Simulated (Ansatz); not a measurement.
All values below come from frozen-core CCSD(T)/cc-pVTZ // B3LYP-D3(BJ)/def2-TZVP (Ansatz, a program for electronic structure).

Ansatz 0.2 input:
```yaml
crystal:
  periodic: [false, false, false]
  atoms:
    - { symbol: F, position_ang: [-1.04137, -1.344383, -0.058423] }
    - { symbol: Ge, position_ang: [0.000001, 0.000001, -0.000001] }
    - { symbol: F, position_ang: [-0.917948, 1.431462, -0.059357] }
    - { symbol: F, position_ang: [1.06284, -0.047709, -1.327905] }
    - { symbol: F, position_ang: [0.896476, -0.039373, 1.445687] }
basis:
  gaussian: { orbitals: cc-pVTZ }
correlation:
  method: ccsd_t
```

Output:

```
Functional definition: HF
1039 factors; integrals over basis functions are off by at most 5.1e-4 eV
mean field evaluation 1: about -67303.0922 eV, gradient 4.9e1 eV
mean field evaluation 2: about -67303.1982 eV, gradient 4.9e1 eV
mean field evaluation 4: about -67306.7541 eV, gradient 1.9e0 eV
mean field evaluation 8: about -67306.7742 eV, gradient 8.5e-2 eV
mean field evaluation 16: about -67305.2714 eV, gradient 3.4e1 eV
mean field -67306.77425162 eV, -2473.4783315768 hartree, gradient 9.3e-7 eV, S^2 0.000000; 0 other end points of the search recorded, 0 dependent functions left out
13 core orbitals not correlated
reference -67306.77425162 eV, -2473.4783315768 hartree; 21, 21 occupied and 129, 129 virtual orbitals, 1039 factors
second order -32.48102787 eV of doubles, -0.00000000 eV of singles
cycle   1  -31.42870900 eV  change     1.1e0 eV  update   1.2e-1
cycle   2  -32.11740393 eV  change   -6.9e-1 eV  update   3.5e-2
cycle   3  -32.26508644 eV  change   -1.5e-1 eV  update   1.6e-2
cycle   4  -32.23909969 eV  change    2.6e-2 eV  update   3.2e-3
cycle   5  -32.23559332 eV  change    3.5e-3 eV  update   1.1e-3
cycle   6  -32.23661025 eV  change   -1.0e-3 eV  update   3.1e-4
cycle   7  -32.23644813 eV  change    1.6e-4 eV  update   9.4e-5
cycle   8  -32.23635587 eV  change    9.2e-5 eV  update   2.2e-5
cycle   9  -32.23635710 eV  change   -1.2e-6 eV  update   6.3e-6
perturbative correction -1.02282947 eV, -0.0375882895 hartree
Total energy: -67340.03343818 eV, -2474.7005841391 hartree
```

Cost: about 50 core-seconds (a rough figure).
